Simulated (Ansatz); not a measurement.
Mulliken charges of `[F][InH][CH]([SiH3])Cl` from ωB97M-V/def2-TZVPP in Ansatz (PBE0-D4/def2-TZVP geometry).

```
atom   x (Å)   y (Å)   z (Å)  charge (e)
  F1  -2.247  -0.513   1.218      -0.507
 In2  -1.549   1.097   0.335       0.765
  C3   0.425   0.612  -0.381      -0.414
 Si4   0.884  -1.204  -0.244       0.166
 Cl5   1.494   1.598   0.696      -0.121
  H6  -2.579   2.442   0.438      -0.041
  H7   0.577   0.988  -1.393       0.188
  H8  -0.022  -1.962  -1.148      -0.025
  H9   0.724  -1.660   1.155       0.005
 H10   2.293  -1.397  -0.677      -0.017
```

**Question.** By hand: the dipole of these point charges (1 e Å = 4.8032 D).

**Answer.** Σ q r = (-0.076, 0.603, -0.562) e Å, of length 0.828 e Å = 3.98 D.

**Question.** How does the dipole of the full density compare? (Estimate.)

**Answer.** Ansatz gave: (0.022, 0.396, -0.492) e Å, 3.04 D; the point charges give 1.31 times that, at 11° from its direction.

Point charges leave out the atoms' own dipoles, such as those of lone pairs, and Mulliken's split depends on the basis, so the two needn't agree.
